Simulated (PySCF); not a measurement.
## Computed beside measured shifts: triphenylphosphine oxide (C18H15OP)

System: triphenylphosphine oxide (C18H15OP), SMILES O=P(c1ccccc1)(c1ccccc1)c1ccccc1.

Atom-mapped SMILES (hydrogens are numbered by the atom that bears them): [O:1]=[P:2]([c:3]1[cH:4][cH:5][cH:6][cH:7][cH:8]1)([c:9]1[cH:10][cH:11][cH:12][cH:13][cH:14]1)[c:15]1[cH:16][cH:17][cH:18][cH:19][cH:20]1

Method: GIAO KT3/pcSseg-2, gas phase, PySCF SCF with an in-house response code, fitting set def2-universal-JFIT, grid level 2, non-relativistic, on the PBE0-D3(BJ)/def2-SVP geometry.

One optimised conformer. Values are averaged over the atoms that symmetry or fast rotation interchanges, on this one geometry and without vibrational averaging. Shifts are the reference shielding less the shielding here, at the same level (13C, 1H against isolated TMS; 17O against isolated H2O; 31P against isolated H3PO4); nuclei without a reference have shieldings only.

Q: What shifts does this level give for C3/9/15, C4/8/10/14/16/20, C5/7/11/13/17/19, C6/12/18, P2, P2, P2, P2, and how do they compare with measurement?

A: 
| atom | nucleus | computed / ppm | measured / ppm | computed less measured | measured against | medium of the measurement |
| --- | --- | --- | --- | --- | --- | --- |
| C3/9/15 | 13C | 134.7 | 135.6 | -0.9 | TMS | solution |
| C4/8/10/14/16/20 | 13C | 131.0 | 132.3 | -1.3 | TMS | solution |
| C5/7/11/13/17/19 | 13C | 125.4 | 128.8 | -3.4 | TMS | solution |
| C6/12/18 | 13C | 128.5 | 132.3 | -3.8 | TMS | solution |
| P2 | 31P | 1.9 | 29.7 | -27.8 | 85 % H3PO4 | CDCl3 |
| P2 | 31P | 1.9 | 27 | -25.1 | 85 % H3PO4 | not stated |
| P2 | 31P | 1.9 | 24.7 | -22.8 | 85 % H3PO4 | C6D6 |
| P2 | 31P | 1.9 | 29.1 | -27.2 | 85 % H3PO4 | solution |

Computed 19F and 31P shifts carry an offset from the reference molecule (CFCl3 is hard for DFT, lone H3PO4 or PH3 isn't the 85 % acid), so differences between compounds are more accurate than the values.

Measured values: B. Maryasin, H. Zipse, Phys. Chem. Chem. Phys. 13 (2011) 5150; E. Pretsch, P. Bühlmann, M. Badertscher, Structure Determination of Organic Compounds, 4th ed., Springer 2009; W. H. Hersh, T.-Y. Chan, Beilstein J. Org. Chem. 19 (2023) 36, supporting information.
